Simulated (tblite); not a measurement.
C4H10NSi2 (doublet state).
Geometry (GFN2-xTB, Å), atoms numbered from 1 in this order:
```
atom  x, y, z in Å
C1    -0.3968    0.3413    2.1178
Si2   -0.3967    0.5734    0.3104
Si3   -1.9176   -0.7717   -0.8894
C4    -0.9344    2.3392   -0.0263
N5    -1.3009    3.4027   -0.2444
C6     1.3382    0.3881   -0.4825
C7     1.8828   -1.0234   -0.3191
H8    -1.0972    0.8406    2.7646
H9     0.1652   -0.4437    2.5950
H10   -1.5192   -0.9012   -2.2944
H11   -3.2623   -0.2022   -0.8273
H12   -1.9572   -2.1179   -0.3135
H13    1.2929    0.6366   -1.5451
H14    2.0311    1.0958   -0.0251
H15    2.8595   -1.1206   -0.7911
H16    1.2135   -1.7531   -0.7736
H17    1.9922   -1.2720    0.7341
```

All values are computed: GFN2-xTB (tblite) harmonic vibrations without scaling, gas phase. Errors from tens to a few hundred cm⁻¹ against measured bands are possible. Modes of hydrogen on silicon can be 10 to 20 % off. One conformer, not necessarily the lowest. Open shells enter through the occupations alone, without spin polarisation, and single modes of such species can be off by tens of per cent.

Harmonic wavenumbers (cm⁻¹): 46.6, 51.4, 75.0, 85.0, 117.2, 137.5, 151.7, 193.0, 243.4, 288.4, 312.7, 319.7, 383.0, 416.5, 422.5, 528.3, 601.2, 666.3, 727.5, 748.3, 754.9, 787.3, 797.0, 883.8, 975.2, 1018.4, 1077.7, 1239.1, 1275.9, 1393.9, 1421.6, 1481.3, 1509.0, 1515.1, 2230.9, 2246.5, 2273.8, 2343.5, 2961.6, 2983.3, 3007.6, 3015.4, 3035.6, 3085.9, 3124.0.

A = 1704, B = 1335, C = 1041 MHz; mass 128.035 u (most abundant isotopes); point group C1, symmetry number 1; spin multiplicity 2.

Zero-point energy?

Half the sum of the wavenumbers: 26477 cm⁻¹ = 75.70 kcal/mol.

What is S at 200 K and 1 bar for an ideal gas of classical rigid rotors and harmonic oscillators?

Translation 38.50, rotation 28.11, vibration 27.79, spin (R ln 2) 1.38: S = 95.8 cal/(mol K).

And Cp and H(200 K) − H(0)?

Cp = 34.82 cal/(mol K), of which vibrations give 26.87 (their classical limit is 45 R = 89.4); H(200 K) − H(0) = 4.53 kcal/mol without the zero-point energy, 2.94 from vibrations.

Blend soft modes into free rotors: weight 1/[1 + (100 cm⁻¹/ν̃)⁴] for the oscillator and the rest for a rotor with moment μB/(μ + B), μ = h/(8π²ν), B = 10⁻⁴⁴ kg m². What vibrational entropy results?

25.53 cal/(mol K) in place of 27.79, which changes −T·S at 200 K by +0.45 kcal/mol.

Which modes carry the vibrational entropy at 200 K?

46.6 cm⁻¹: 4.17; 51.4 cm⁻¹: 3.98; 75.0 cm⁻¹: 3.24; 85.0 cm⁻¹: 3.00; 117.2 cm⁻¹: 2.38; 137.5 cm⁻¹: 2.09 cal/(mol K); the other 39 give 8.94 together.

What must be added to the electronic energy to get the Gibbs energy at 200 K and 1 bar?

ZPE + [H(200 K) − H(0)] − T·S = 75.70 + 4.53 − 19.15 = 61.08 kcal/mol.

How do the functions run with temperature in this model?

```json
{"T (K)": "150", "S (cal/(mol K))": "86.5", "Cp (cal/(mol K))": "29.6", "H − H(0) (kcal/mol)": "2.92", "G − H(0) (kcal/mol)": "-10.06", "ln q(vib)": "4.70"}
{"T (K)": "250", "S (cal/(mol K))": "104.1", "Cp (cal/(mol K))": "39.5", "H − H(0) (kcal/mol)": "6.39", "G − H(0) (kcal/mol)": "-19.62", "ln q(vib)": "8.40"}
{"T (K)": "298.15", "S (cal/(mol K))": "111.4", "Cp (cal/(mol K))": "43.6", "H − H(0) (kcal/mol)": "8.39", "G − H(0) (kcal/mol)": "-24.81", "ln q(vib)": "10.07"}
{"T (K)": "400", "S (cal/(mol K))": "125.3", "Cp (cal/(mol K))": "51.1", "H − H(0) (kcal/mol)": "13.23", "G − H(0) (kcal/mol)": "-36.88", "ln q(vib)": "13.41"}
{"T (K)": "600", "S (cal/(mol K))": "148.2", "Cp (cal/(mol K))": "62.0", "H − H(0) (kcal/mol)": "24.59", "G − H(0) (kcal/mol)": "-64.30", "ln q(vib)": "19.33"}
{"T (K)": "900", "S (cal/(mol K))": "175.5", "Cp (cal/(mol K))": "73.0", "H − H(0) (kcal/mol)": "44.95", "G − H(0) (kcal/mol)": "-113.02", "ln q(vib)": "26.97"}
```

q(vib) and H(0) count from the zero-point level.

Hindered rotation and anharmonicity are outside this model. Other conformers, if any are populated, would add a mixing term that is left out. The structure is chiral; the term R ln 2 for an equal mix with its mirror image is left out.

Hardware: an Intel Xeon at 2.50 GHz with one thread, shared host with 64 logical CPUs at a one-minute load of 62. Cost: 1.5 s. The figure is for the frequency step alone.
